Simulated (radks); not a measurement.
Problem. The mean radii <r> (bohr) of the occupied orbitals of an atom or ion are listed with their occupations. All-electron calculation, Dirac Kohn-Sham, PBE, spin-unpolarised, spherical densities, point nucleus. Program: a radial shooting solver on a logarithmic mesh with Libxc functionals.

| orbital | occ. | <r> |
|---|---|---|
| 1s1/2 | 2 | 0.04549 |
| 2s1/2 | 2 | 0.2025 |
| 2p1/2 | 2 | 0.1747 |
| 2p3/2 | 4 | 0.1784 |
| 3s1/2 | 2 | 0.5980 |
| 3p1/2 | 2 | 0.6097 |
| 3p3/2 | 4 | 0.6202 |
| 3d3/2 | 4 | 0.6725 |
| 3d5/2 | 6 | 0.6772 |
| 4p1/2 | 2 | 2.395 |
| 4p3/2 | 3 | 2.443 |

Name the element and its charge. Open shells, if any, fill j = l - 1/2 first.

Solution. Z = 33, arsenic, charge 0: As in [Ar] 3d10 4p5. The 1s radius gives Z: for a bare nucleus <r> = (2 gamma + 1)/(2Z) with gamma = sqrt(1 - (Z/c)^2), 0.04456 bohr for Z = 33, and screening makes it slightly larger (0.04549 here). The occupations add up to 33, and the charge is Z minus that.
